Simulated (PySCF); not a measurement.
wavenumber (cm⁻¹), absorption (km/mol per cm⁻¹) and a bar:
```
        0      0.008 
        8      0.009 
       17      0.010 
       25      0.012 
       33      0.015 
       41      0.018 
       50      0.024 
       58      0.032 
       66      0.049 
       74      0.084 
       83      0.192 #
       91      0.629 ##
       99      0.496 ##
      107      0.353 #
      116      0.891 ###
      124      0.589 ##
      132      0.186 #
      140      0.088 
      149      0.053 
      157      0.037 
      165      0.028 
      173      0.023 
      182      0.020 
      190      0.018 
      198      0.017 
      206      0.016 
      215      0.016 
      223      0.016 
      231      0.017 
      239      0.018 
      248      0.019 
      256      0.020 
      264      0.022 
      272      0.025 
      281      0.028 
      289      0.032 
      297      0.036 
      305      0.043 
      314      0.051 
      322      0.062 
      330      0.077 
      338      0.098 
      347      0.131 
      355      0.183 #
      363      0.273 #
      371      0.451 ##
      380      0.875 ###
      388      2.250 ########
      396      8.123 ##############################
      404      5.578 #####################
      413      1.631 ######
      421      0.702 ###
      429      0.383 #
      437      0.240 #
      446      0.164 #
      454      0.119 
      462      0.090 
      470      0.071 
      479      0.057 
      487      0.047
```

This is the computed harmonic infrared spectrum of singlet [BiS3]-, Lorentzian lines of 12 cm⁻¹ full width. These are results of PBE0 in PySCF with Bi def2-TZVPD with ECP60, S def2-TZVPD; scalar-relativistic core potentials, no spin–orbit coupling; density-fitted integrals, not measurements.

Problem. Which bands make it up, and how are they assigned?

Solution. In D3h symmetry, counting bands above 1 % of the strongest: 94 cm⁻¹ (a2'', bend, 14 km/mol); 118 cm⁻¹ (e', bend, 19 km/mol); 399 cm⁻¹ (e', stretch, 189 km/mol).

This need not be the most stable arrangement of these atoms. The lowest empty level of this anion is unbound, so it and the gap depend on the basis. No spin–orbit coupling is included, which matters more the heavier the element.
